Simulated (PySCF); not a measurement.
An unknown gives this computed stick spectrum. Computed with TDDFT PBE0/def2-SVPD, vertical, gas phase, core orbitals frozen in the response in PySCF. Geometries: GFN2-xTB, one conformer each.

```json
{"state": "S1", "E (eV)": "6.07", "f": "0.0009", "main configurations (H = HOMO, L = LUMO)": "H-1→L (96%)"}
{"state": "S2", "E (eV)": "6.71", "f": "0.249", "main configurations (H = HOMO, L = LUMO)": "H→L (93%)"}
{"state": "S3", "E (eV)": "6.96", "f": "0.0010", "main configurations (H = HOMO, L = LUMO)": "H-2→L (94%)"}
{"state": "S4", "E (eV)": "7.41", "f": "0.035", "main configurations (H = HOMO, L = LUMO)": "H→L+1 (93%)"}
{"state": "S5", "E (eV)": "7.76", "f": "0.0016", "main configurations (H = HOMO, L = LUMO)": "H-3→L (64%), H-1→L+2 (24%)"}
{"state": "S6", "E (eV)": "7.84", "f": "0.012", "main configurations (H = HOMO, L = LUMO)": "H-1→L+2 (48%), H→L+2 (22%), H-3→L (14%)"}
{"state": "S7", "E (eV)": "7.87", "f": "0.019", "main configurations (H = HOMO, L = LUMO)": "H-1→L+1 (71%), H→L+2 (21%)"}
{"state": "S8", "E (eV)": "7.92", "f": "0.062", "main configurations (H = HOMO, L = LUMO)": "H→L+2 (41%), H-1→L+1 (19%), H-1→L+2 (15%)"}
```

Question: Which candidate is it? All have the formula C4H9FOSi.
A. `C/C(=C/O[SiH3])CF`
B. `C=C(CCF)[SiH2]O`
C. `C[C@@H]1C[C@H](F)[SiH2]O1`
D. `[C@H]1([SiH3])[C@H](F)[C@H]1OC`

Answer: B. Its S1 lies at 6.07 eV; the nearest of the others has S1 at 5.52 eV. S1 is HOMO-1→LUMO (96%). Löwdin shares by element: HOMO carbon 82% (atoms not listed hold the other 18%); LUMO carbon 56% or more, silicon 11%, hydrogen 5% or more (atoms not listed hold the other 28%). At the same level the other candidates give, for their lowest levels:
- `C/C(=C/O[SiH3])CF`: 5.52 eV (f 0.001); 6.27 eV (f 0.351); 6.53 eV (f 0.042); 6.81 eV (f 0.009); 6.97 eV (f 0.038); T1 4.07 eV; HOMO -6.76, LUMO -0.10 eV
- `CO[C@@H]1[C@@H](F)[C@@H]1[SiH3]`: 7.00 eV (f 0.017); 7.20 eV (f 0.014); 7.46 eV (f 0.026); 7.57 eV (f 0.011); 7.63 eV (f 0.006); T1 6.82 eV; HOMO -7.62, LUMO 0.53 eV
- `C[C@@H]1C[C@H](F)[SiH2]O1`: 6.72 eV (f 0.025); 6.80 eV (f 0.007); 7.39 eV (f 0.006); 7.50 eV (f 0.031); 7.89 eV (f 0.008); T1 6.23 eV; HOMO -8.05, LUMO 0.04 eV

Shape of the structure used: `[CH2:1]=[C:2]([CH2:3][CH2:4][F:5])[SiH2:6][OH:7]`: C1–C2–C3–C4 100°, C2–C3–C4–F5 73°, C1–C2–Si6–O7 -107°, H–O7–Si6–C2 -52°.
Triplets come from the Tamm–Dancoff approximation.
